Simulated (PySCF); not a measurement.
BSiH5OF2, closed shell: at a first-order saddle point.

run.py

```python
import json, numpy as np
from pyscf import gto, scf, dft, mp, cc
EV, BOHR = 27.211386245988, 0.529177210903
mol = gto.M(atom="""
B -0.170475 0.250984 -0.963184
O 1.116564 1.103354 -0.879404
F -0.059098 -0.725038 -1.872038
F -1.268345 1.035655 -1.003843
H 0.829995 0.481126 0.110529
Si -0.226454 -0.825225 1.053858
H 0.877427 2.033665 -0.765787
H 0.797261 -1.881542 1.267015
H -0.360136 -0.015538 2.297097
H -1.536738 -1.457540 0.755657
""", basis="def2-svp", charge=0, spin=0, max_memory=8670, verbose=0)
def mean_field(mol, dm=None):
    mf = dft.RKS(mol, xc="pbe").density_fit()
    mf.conv_tol = 1e-9; mf.grids.level = 4
    mf.kernel(dm0=dm)
    if not mf.converged: mf = mf.newton().run(mf.mo_coeff, mf.mo_occ)
    assert mf.converged
    return mf
def d4(mol):
    from pyscf.dispersion.dftd4 import DFTD4Dispersion
    real = gto.M(atom=[(mol.atom_pure_symbol(i), mol.atom_coord(i)) for i in range(10)], unit='B', charge=mol.charge, spin=None, basis='def2-svp', verbose=0)
    r = DFTD4Dispersion(real, xc="pbe", atm=True).get_dispersion(grad=True); return r["energy"], r["gradient"]
def energy_and_gradient(mol, dm=None):
    mf = mean_field(mol, dm); e, g = d4(mol)
    return mf, (mf.e_tot + e) * EV, (mf.nuc_grad_method().kernel()[:10] + g) * EV / BOHR
out = {}
mf = mean_field(mol); e = d4(mol)[0]
out.update(energy=(mf.e_tot + e) * EV, converged=True, dispersion=e * EV)
out['s2'] = mf.spin_square()[0]; out['nelec'] = mol.nelec
print(f"Total energy {out['energy']:.6f} eV, <S^2> {out['s2']:.4f}")
json.dump(out, open("out.json", "w"), default=float)
```

Command:

```bash
OMP_NUM_THREADS=4 python run.py
```

It printed (PySCF 2.14):

```
Total energy -16096.889488 eV, <S^2> 0.0000
```

The run took about 12 s on 4 CPU threads of an Intel Xeon (shared host).
